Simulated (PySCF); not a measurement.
## Field gradients at the hydrogen positions

C5H15NSSi2.
Atom-mapped SMILES: `[CH2:1]=[C:2]([S:3][CH3:4])[Si@H:5]([CH3:6])[CH2:7][SiH2:8][NH2:9]` (hydrogens: H10, H11 on C1; H12, H13, H14 on C4; H15 on Si5; H16, H17, H18 on C6; H19, H20 on C7; H21, H22 on Si8; H23, H24 on N9)

Structure used (GFN2-xTB), in Å, numbered top down from 1:
```
atom  x, y, z in Å
C1     1.8019    0.5193   -1.7558
C2     1.5318    0.2602   -0.4831
S3     2.7680    0.0916    0.7633
C4     4.3313    0.4881   -0.0787
Si5   -0.2123    0.0605    0.2517
C6    -0.2981   -1.5954    1.1723
C7    -1.5007    0.1371   -1.1378
Si8   -3.2781   -0.2138   -0.5827
N9    -3.5308    0.6712    0.8727
H10    2.7951    0.6453   -2.1556
H11    0.9988    0.6140   -2.4664
H12    5.1001    0.4361    0.6854
H13    4.5326   -0.2430   -0.8564
H14    4.2798    1.4924   -0.4891
H15   -0.3808    1.1812    1.1954
H16   -0.2319   -2.4365    0.4876
H17    0.5154   -1.6842    1.8853
H18   -1.2348   -1.6799    1.7125
H19   -1.2471   -0.5835   -1.9136
H20   -1.4605    1.1164   -1.6123
H21   -4.1892    0.1335   -1.6922
H22   -3.4935   -1.6154   -0.2198
H23   -3.1799    1.6129    0.9340
H24   -4.4287    0.6118    1.3241
```

Level: PBE0/pcSseg-1 (PySCF, non-relativistic); Q(2H) = 0.00286 b; rigid geometry, the same for H and D, with no vibrational averaging.

Problem. Rank these positions by the coupling χzz of a deuteron there, largest first.
A. H14 (methyl hydrogen)
B. H10 (vinylic hydrogen)
C. H17 (methyl hydrogen)
D. H22 (Si–H hydrogen)
E. H21 (Si–H hydrogen)
F. H24 (N–H hydrogen)

Solution. F (290 kHz), B (226 kHz), C (218 kHz), A (211 kHz), D (109 kHz), E (101 kHz).

Problem. Give the electric field gradient Vzz (the principal value of largest size), its asymmetry and the 2H coupling at each hydrogen.

Solution. 
| atom | bonded to | bond length (Å) | Vzz (au) | η | χzz (kHz) |
| --- | --- | --- | --- | --- | --- |
| H10 | C1 | 1.078 | 0.3363 | 0.07 | 226 |
| H11 | C1 | 1.077 | 0.3393 | 0.07 | 228 |
| H12 | C4 | 1.085 | 0.3174 | 0.04 | 213 |
| H13 | C4 | 1.086 | 0.3143 | 0.02 | 211 |
| H14 | C4 | 1.086 | 0.3140 | 0.02 | 211 |
| H15 | Si5 | 1.475 | 0.1561 | 0.03 | 105 |
| H16 | C6 | 1.087 | 0.3252 | 0.01 | 219 |
| H17 | C6 | 1.085 | 0.3249 | 0.00 | 218 |
| H18 | C6 | 1.085 | 0.3263 | 0.01 | 219 |
| H19 | C7 | 1.089 | 0.3242 | 0.01 | 218 |
| H20 | C7 | 1.089 | 0.3241 | 0.01 | 218 |
| H21 | Si8 | 1.477 | 0.1510 | 0.01 | 101 |
| H22 | Si8 | 1.464 | 0.1616 | 0.03 | 109 |
| H23 | N9 | 1.007 | 0.4301 | 0.17 | 289 |
| H24 | N9 | 1.007 | 0.4311 | 0.16 | 290 |

Problem. Average by the element that carries the hydrogen.

Solution. on C: 218 kHz over 10 positions, mean bond length 1.085 Å; on Si: 105 kHz over 3 positions, mean bond length 1.472 Å; on N: 289 kHz over 2 positions, mean bond length 1.007 Å.

Problem. How does χzz go with the bond length over the 10 C–H bonds?

Solution. A straight-line fit has a slope of -10.2 kHz for each 0.01 Å, with a correlation coefficient of -0.76, over lengths from 1.077 to 1.089 Å.

The structure is a single GFN2-xTB conformer in the gas phase; no vibrational or solvent corrections. GFN2-xTB bond lengths can be off by several hundredths of an ångström, more for odd bonds, and the gradients follow them. The basis is small and wasn't made for field gradients, so the couplings can be 20 % off.
